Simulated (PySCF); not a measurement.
# Working out the ionisation energy of Ge

Ge [Ar] 3d10 4s2 4p2 (3P) → Ge⁺ [Ar] 3d10 4s2 4p1 (2P). Computed with PySCF 2.14 in aug-cc-pVQZ-PP with ECP10MDF (7s6p5d3f2g, 89 functions), with scalar relativity through the core potential. Frozen: 3s2 3p6 3d10. Energies in hartree (1 hartree = 27.21139 eV):

```csv
part,Ge (lower),Ge⁺ (upper)
UHF,-293.353889,-293.081882
CCSD correlation,-0.067001,-0.052464
(T),-0.002096,-0.000859
```

Problem. What does Hartree-Fock give?

Solution. (-293.081882) − (-293.353889) = 0.272007 hartree = 7.402 eV.

Problem. What do CCSD and CCSD(T) give?

Solution. The CCSD correlation energies differ by 0.014537 hartree = 0.396 eV and the triples by 0.001237 hartree = 0.034 eV, so CCSD gives 7.798 eV and CCSD(T) 7.832 eV.

Measured between the centres of the two terms (NIST): 7.925 eV, so CCSD(T) (valence) is off by -0.093 eV.

What remains against the reference includes basis incompleteness, the frozen core and higher excitations.
